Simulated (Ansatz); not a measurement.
FGeH₅OSi (`[OH][GeH]([F])[SiH3]`), relaxed with RKS PBE-D4/def2-SVP in Ansatz from a rough embedded geometry. The force threshold is 0.03 eV/Å; the program also tests the step.

Total charge 0; spin multiplicity 1.

Start:

```xyz
9

O    -1.401   -1.535    0.374
Ge    0.256   -0.985   -0.043
F     0.783   -1.687   -1.567
Si    0.173    1.367   -0.268
H    -1.552   -1.191    1.257
H     1.262   -1.408    1.046
H     1.520    1.840   -0.569
H    -0.239    1.907    1.037
H    -0.801    1.693   -1.266
```

| step | energy (eV) | largest force (eV/Å) | largest move (Å) |
| --- | --- | --- | --- |
| 1 | -69211.4948 | 1.221 | 0.000 |
| 2 | -69211.6549 | 0.362 | 0.195 |
| 3 | -69211.6870 | 0.364 | 0.078 |
| 4 | -69211.6953 | 0.307 | 0.047 |
| 5 | -69211.7126 | 0.261 | 0.200 |
| 6 | -69211.7414 | 0.234 | 0.200 |
| 7 (rejected) | -69211.6745 | 2.400 | 0.195 |
| 8 | -69211.7622 | 0.202 | 0.098 |
| 9 | -69211.7839 | 0.228 | 0.100 |
| 10 | -69211.8088 | 0.108 | 0.150 |
| 11 | -69211.8227 | 0.128 | 0.200 |
| 12 (rejected) | -69211.8220 | 0.191 | 0.022 |
| 13 | -69211.8243 | 0.209 | 0.011 |
| 14 | -69211.8265 | 0.030 | 0.062 |

End:

```xyz
9

O    -1.466   -1.272    0.617
Ge    0.214   -0.844    0.156
F     0.569   -1.698   -1.355
Si    0.237    1.506   -0.297
H    -1.534   -2.214    0.865
H     1.231   -1.433    1.183
H     1.610    1.884   -0.776
H    -0.080    2.261    0.963
H    -0.782    1.811   -1.355
```

Hardware: 4 threads of a server CPU on a shared host. Wall time 14 s, peak host memory 0.17 GiB.
